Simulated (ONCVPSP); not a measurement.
## Building the ONCV potential for Te (PBE, fully relativistic).

- Element: Te (Z = 52)
- Generator: ONCVPSP 4.0.1
- Type: optimised norm-conserving Vanderbilt (ONCV)
- Functional: PBE
- Relativity: fully relativistic
- Frozen core: [Kr] 4d10
- Valence charge: 6
- Reference configuration: 5s2 5p3 (charge +1)
- Partial waves: 5s: rc 1.55 bohr, ncon 4, nbas 9, qcut 3.9 1/bohr, 2 projectors, debl 3.2 Ha; 5p: rc 2.20 bohr, ncon 3, nbas 7, qcut 3 1/bohr, 2 projectors, debl 3.3 Ha; d scattering state at 0.23 Ha: rc 2.35 bohr, ncon 4, nbas 8, qcut 4 1/bohr, 2 projectors, debl 1.7 Ha
- Local potential: polynomial inside 1.20 bohr (lpopt 5, dvloc0 0 Ha)
- Core correction: Teter function, fcfact 2.75, rcfact 1.4

Open shells are filled in proportion to 2j + 1.

- Cutoffs needed: 19 Ha and 94 Ha (the cutoffs (Ha) at which the residual kinetic energy of the hardest occupied pseudo-wave falls to 1 and 0.1 mHa per electron) The cutoffs count occupied waves only; projector 2 of the d channel, the hardest unoccupied one, needs 52 Ha at the loose tolerance.
- Ghost test: ghosts flagged at negative energy: s at -62.1 eV (a further GHOST(-) flag falls on a real empty level of the atom); GHOST(+) flagged for p3/2 at 52.9 eV, p1/2 at 60.2 eV, d3/2 at 74.8 eV, d5/2 at 77.8 eV; a true bound ghost makes a file unfit for plane-wave use
- Largest excitation error: -117 meV (all-electron minus pseudo) for 5s2 5p1, out of 4 test configurations
- rms error of d²Exc/dni dnj: 10.09 mHa without and 4.60 mHa with the model core
